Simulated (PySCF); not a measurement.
Vertical excitations of a molecule H9NSi4 from TDA-B3LYP/def2-SVPD run with PySCF, as energy in eV (oscillator strength): 5.45 (0.000), 5.54 (0.000), 5.62 (0.000), 5.99 (0.046), 6.02 (0.000), 6.17 (0.000), 6.19 (0.023), 6.47 (0.002), 6.48 (0.264), 6.62 (0.030). Lowest triplet (TDA): 5.18 eV. Geometry optimised at B3LYP-D3(BJ)/def2-SVP. The geometry has at least one imaginary mode, so it is a saddle point at that level. Other conformers were not sampled.

### Question
Which structure fits?
(A) N[SiH]1[SiH2][SiH2][SiH2]1
(B) [SiH3][SiH]1[SiH2]N[SiH2]1
(C) [SiH3]N1[SiH2][SiH2][SiH2]1
(D) N1[SiH2][SiH2][SiH2][SiH2]1

### Answer
D, N1[SiH2][SiH2][SiH2][SiH2]1
